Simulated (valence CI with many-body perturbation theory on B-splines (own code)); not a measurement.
The numbers below are computed, except where a source is named.
Ladder of approximations for Si⁸⁺

Level of theory: relativistic CI+MBPT: four valence electrons over a frozen Dirac-Fock core [He], a basis of 11 s, 11 p, 9 d, 7 f, 5 g, 2 h, 1 i functions for each j, with the one-electron correlation potential Σ1, the two-electron term Σ2, the three-electron term Σ3, Breit, model QED; selected CI, second order for the rest, scaled by the run's own slope (own B-spline code, finite nucleus).

No measured spectrum was set against this ion. As an estimate, levels of excited configurations hold to 0.05 to 0.15 % of their energy, terms of the ground configuration to about 0.5 %.

Each rung adds one term. CI alone is the Dirac-Coulomb CI over the frozen core; QED comes last and gives the full result, which names the levels. Energies are above 2s2.2p2 3P_0 on the same rung, in eV.

| Level | CI alone | + Σ1 | + Σ2 | + Σ3 | + Breit | Full |
| --- | --- | --- | --- | --- | --- | --- |
| 2s2.2p2 3P_1 | 0.33 | 0.33 | 0.33 | 0.33 | 0.31 | 0.31 |
| 2s2.2p2 3P_2 | 0.87 | 0.87 | 0.87 | 0.87 | 0.79 | 0.79 |
| 2s2.2p2 1D_2 | 6.63 | 6.63 | 6.66 | 6.64 | 6.57 | 6.58 |
| 2s2.2p2 1S_0 | 13.36 | 13.37 | 13.46 | 13.42 | 13.39 | 13.39 |
| 2s.2p3 5S°_2 | 18.83 | 18.70 | 18.67 | 18.69 | 18.65 | 18.61 |
| 2s.2p3 3D°_3 | 36.55 | 36.43 | 36.38 | 36.35 | 36.28 | 36.24 |
| 2s.2p3 3D°_2 | 36.51 | 36.39 | 36.34 | 36.32 | 36.28 | 36.25 |
| 2s.2p3 3D°_1 | 36.52 | 36.40 | 36.35 | 36.33 | 36.30 | 36.26 |
| 2s.2p3 3P°_1 | 42.91 | 42.80 | 42.77 | 42.73 | 42.71 | 42.67 |
| 2s.2p3 3P°_0 | 42.90 | 42.79 | 42.76 | 42.72 | 42.71 | 42.67 |
| 2s.2p3 3P°_2 | 42.93 | 42.82 | 42.79 | 42.76 | 42.72 | 42.68 |
| 2s.2p3 1D°_2 | 55.12 | 55.00 | 54.80 | 54.73 | 54.68 | 54.64 |
| 2s.2p3 3S°_1 | 56.05 | 55.93 | 55.60 | 55.52 | 55.49 | 55.45 |
| 2s.2p3 1P°_1 | 61.58 | 61.47 | 61.29 | 61.21 | 61.18 | 61.14 |
| 2p4 3P_2 | 84.36 | 84.13 | 83.85 | 83.78 | 83.76 | 83.68 |
| 2p4 3P_1 | 84.93 | 84.70 | 84.42 | 84.35 | 84.32 | 84.24 |
| 2p4 3P_0 | 85.16 | 84.93 | 84.65 | 84.58 | 84.54 | 84.46 |
| 2p4 1D_2 | 89.89 | 89.66 | 89.42 | 89.35 | 89.31 | 89.23 |
| 2p4 1S_0 | 102.29 | 102.07 | 101.84 | 101.75 | 101.76 | 101.68 |
| 2s2.2p.3s 3P°_0 | 200.91 | 201.11 | 201.11 | 201.07 | 201.00 | 201.01 |
| 2s2.2p.3s 3P°_1 | 201.13 | 201.33 | 201.33 | 201.29 | 201.20 | 201.22 |
| 2s2.2p.3s 3P°_2 | 201.82 | 202.02 | 202.02 | 201.98 | 201.85 | 201.86 |
| 2s2.2p.3s 1P°_1 | 203.37 | 203.58 | 203.55 | 203.51 | 203.39 | 203.41 |
| 2s2.2p.3p 1P_1 | 210.04 | 210.22 | 210.21 | 210.17 | 210.08 | 210.09 |
| 2s2.2p.3p 3D_1 | 210.95 | 211.14 | 211.13 | 211.08 | 210.99 | 211.00 |
| 2s2.2p.3p 3D_2 | 211.17 | 211.35 | 211.34 | 211.29 | 211.20 | 211.20 |
| 2s2.2p.3p 3D_3 | 211.76 | 211.94 | 211.93 | 211.88 | 211.75 | 211.76 |
| 2s2.2p.3p 3S_1 | 212.64 | 212.82 | 212.81 | 212.77 | 212.66 | 212.67 |
| 2s2.2p.3p 3P_0 | 213.16 | 213.34 | 213.31 | 213.27 | 213.19 | 213.20 |
| 2s2.2p.3p 3P_1 | 213.49 | 213.66 | 213.64 | 213.60 | 213.49 | 213.50 |
| 2s2.2p.3p 3P_2 | 213.76 | 213.93 | 213.91 | 213.87 | 213.74 | 213.75 |

**Question.** How does the ionisation energy move along the ladder, and which term matters most?

**Answer.** CI alone 351.12, + Σ1 351.34, + Σ2 351.33, + Σ3 351.28, + Breit 351.19, + QED 351.20 eV. The largest step is Σ1, 0.23 eV. NIST lists 351.28 ± 0.06 eV (semi-empirical).
